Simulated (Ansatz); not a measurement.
Ansatz (a quantum-chemistry and plane-wave program) input for Mg(I)(SMe) (CH3IMgS), SMILES C[S][Mg][I], PBE-D3(BJ)/def2-SVP. 

Ansatz 0.2 input:
```yaml
crystal:
  periodic: [false, false, false]
  atoms:
    - {symbol: Mg, position_ang: [0.28738280, -0.78897171, 0.00000000]}
    - {symbol: I, position_ang: [-0.06028617, 1.75147398, -0.00000000]}
    - {symbol: S, position_ang: [0.64739251, -3.06153690, -0.00000000]}
    - {symbol: C, position_ang: [-1.06589106, -3.76221872, 0.00000000]}
    - {symbol: H, position_ang: [-1.62948227, -3.47346747, -0.89834958]}
    - {symbol: H, position_ang: [-0.95739570, -4.85562288, -0.00000001]}
    - {symbol: H, position_ang: [-1.62948227, -3.47346748, 0.89834958]}
basis:
  gaussian:
    orbitals: def2-SVP
hamiltonian:
  xc: pbe
  dispersion: d3bj
relax: {f_tol: 0.002, max_steps: 200}
```

Program output:

```
WARN ansatz: RAYON_NUM_THREADS=1 ignored (pool sized by the plan → 1); use --threads N
Functional definition: PBE
integrals: 0.04 GiB planned
1032 factors; their error is unknown
mean field: 0.21 GiB planned
mean field evaluation 1: about -25447.2510 eV, gradient 4.7e1 eV
mean field evaluation 2: about -25432.8374 eV, gradient 8.0e1 eV
mean field evaluation 4: about -25453.3370 eV, gradient 5.8e0 eV
mean field evaluation 8: about -25453.4439 eV, gradient 2.2e-1 eV
mean field evaluation 16: about -25453.4001 eV, gradient 1.9e-4 eV
mean field -25453.40005502 eV, -935.3951990878 hartree, gradient 4.7e-5 eV, S^2 0.000000; 0 other end points of the search recorded, 0 dependent functions left out
the calculation of the forces begins
reference -25453.40009531 eV, -935.3952005684 hartree; 31, 31 occupied and 60, 60 virtual orbitals, 1032 factors
relax step   1: F+E_penalty+E_count = -25453.56368063 eV  Δ(F+E_penalty+E_count) = +0.000e0 eV  max|allowed force component| = 2.564e-1 eV/Å  Δτ_max = 0.0000 Å  (29 SCF iters, accepted)
these checks for a lower state are left out or cut short: starts, cluster_reference, orbital_swaps, neighbouring_geometries, increment
integrals: 0.04 GiB planned
1032 factors; their error is unknown
mean field: 0.21 GiB planned
mean field -25453.40422658 eV, -935.3953523898 hartree, gradient 8.3e-6 eV, S^2 0.000000; 0 other end points of the search recorded, 0 dependent functions left out
the calculation of the forces begins
reference -25453.40426687 eV, -935.3953538705 hartree; 31, 31 occupied and 60, 60 virtual orbitals, 1032 factors
relax step   2: F+E_penalty+E_count = -25453.56748559 eV  Δ(F+E_penalty+E_count) = -3.805e-3 eV  max|allowed force component| = 8.842e-2 eV/Å  Δτ_max = 0.0119 Å  (29 SCF iters, accepted)
these checks for a lower state are left out or cut short: starts, cluster_reference, orbital_swaps, neighbouring_geometries, increment
integrals: 0.04 GiB planned
1032 factors; their error is unknown
mean field: 0.21 GiB planned
mean field evaluation 32: about -25453.4047 eV, gradient 1.4e-5 eV
mean field -25453.40466948 eV, -935.3953686659 hartree, gradient 1.4e-5 eV, S^2 0.000000; 0 other end points of the search recorded, 0 dependent functions left out
the calculation of the forces begins
reference -25453.40470976 eV, -935.3953701462 hartree; 31, 31 occupied and 60, 60 virtual orbitals, 1032 factors
relax step   3: F+E_penalty+E_count = -25453.56781730 eV  Δ(F+E_penalty+E_count) = -3.317e-4 eV  max|allowed force component| = 2.002e-2 eV/Å  Δτ_max = 0.0034 Å  (23 SCF iters, accepted)
these checks for a lower state are left out or cut short: starts, cluster_reference, orbital_swaps, neighbouring_geometries, increment
integrals: 0.04 GiB planned
1032 factors; their error is unknown
mean field: 0.21 GiB planned
mean field -25453.40465326 eV, -935.3953680698 hartree, gradient 8.5e-5 eV, S^2 0.000000; 0 other end points of the search recorded, 0 dependent functions left out
the calculation of the forces begins
reference -25453.40469353 eV, -935.3953695500 hartree; 31, 31 occupied and 60, 60 virtual orbitals, 1032 factors
relax step   4: F+E_penalty+E_count = -25453.56782597 eV  Δ(F+E_penalty+E_count) = -8.668e-6 eV  max|allowed force component| = 9.920e-3 eV/Å  Δτ_max = 0.0009 Å  (20 SCF iters, accepted)
these checks for a lower state are left out or cut short: starts, cluster_reference, orbital_swaps, neighbouring_geometries, increment
integrals: 0.04 GiB planned
1032 factors; their error is unknown
mean field: 0.21 GiB planned
mean field -25453.40464793 eV, -935.3953678741 hartree, gradient 4.6e-5 eV, S^2 0.000000; 0 other end points of the search recorded, 0 dependent functions left out
the calculation of the forces begins
reference -25453.40468821 eV, -935.3953693542 hartree; 31, 31 occupied and 60, 60 virtual orbitals, 1032 factors
relax step   5: F+E_penalty+E_count = -25453.56782900 eV  Δ(F+E_penalty+E_count) = -3.036e-6 eV  max|allowed force component| = 7.204e-4 eV/Å  Δτ_max = 0.0004 Å  (19 SCF iters, accepted)
integrals: 0.04 GiB planned
1032 factors; their error is unknown
mean field: 0.21 GiB planned
mean field evaluation 64: about -25453.4046 eV, gradient 4.6e-5 eV
mean field -25453.40464793 eV, -935.3953678741 hartree, gradient 4.6e-5 eV, S^2 0.000000; 1 other end points of the search recorded, 0 dependent functions left out
the calculation of the forces begins
reference -25453.40468821 eV, -935.3953693542 hartree; 31, 31 occupied and 60, 60 virtual orbitals, 1032 factors
Total energy: -25453.56786928 eV, -935.4013661481 hartree
Atom 0 at     0.287310    -0.785318    -0.000000 Å, force     0.000309     0.000040    -0.000000 eV/Å
Atom 1 at    -0.059417     1.763919     0.000000 Å, force    -0.000107    -0.000056     0.000000 eV/Å
Atom 2 at     0.651213    -3.069309    -0.000000 Å, force    -0.000720    -0.000350     0.000000 eV/Å
Atom 3 at    -1.064108    -3.761784    -0.000000 Å, force     0.000178     0.000453     0.000000 eV/Å
Atom 4 at    -1.633278    -3.473983    -0.904865 Å, force     0.000046    -0.000141     0.000282 eV/Å
Atom 5 at    -0.956204    -4.863354    -0.000000 Å, force     0.000248     0.000193    -0.000000 eV/Å
Atom 6 at    -1.633278    -3.473983     0.904865 Å, force     0.000046    -0.000141    -0.000282 eV/Å
Dipole moment:    -0.247081    -0.228048    -0.000000 e Å
```

The calculation finished and met its thresholds.
